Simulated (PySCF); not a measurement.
## Be: excitation energy

Be [He] 2s2 (1S) → Be [He] 2s1 3s1 (3S), as a difference of total energies. Computed with PySCF 2.14 in aug-cc-pCVTZ-DK with one added diffuse shell each of s, p, d, f type (8s7p5d3f, 75 functions), with scalar relativity by spin-free X2C-1e. Correlated levels: valence: 1s2 frozen; valence and next inner shell: nothing frozen. The calculations carry no spin-orbit coupling.

| method | excitation energy (eV) |
| --- | --- |
| UHF | 5.321 |
| LDA | 6.063 |
| PBE | 6.015 |
| PBE0 | 6.018 |
| r2SCAN | 5.954 |
| HSE06 | 6.012 |
| LC-wPBE | 6.138 |
| TPSS | 6.162 |
| MP2 (valence) | 6.052 |
| SCS-MP2 (valence) | 6.243 |
| MP2 (valence and next inner shell) | 6.077 |
| SCS-MP2 (valence and next inner shell) | 6.264 |

Question: How much does correlation contribute at MP2 (valence and next inner shell)?

Answer: 6.077 − (5.321) = 0.756 eV, measured against UHF.

Errors of the correlated levels include the incompleteness of this basis and the frozen core.

For comparison: 6.457 eV (measured; NIST levels).
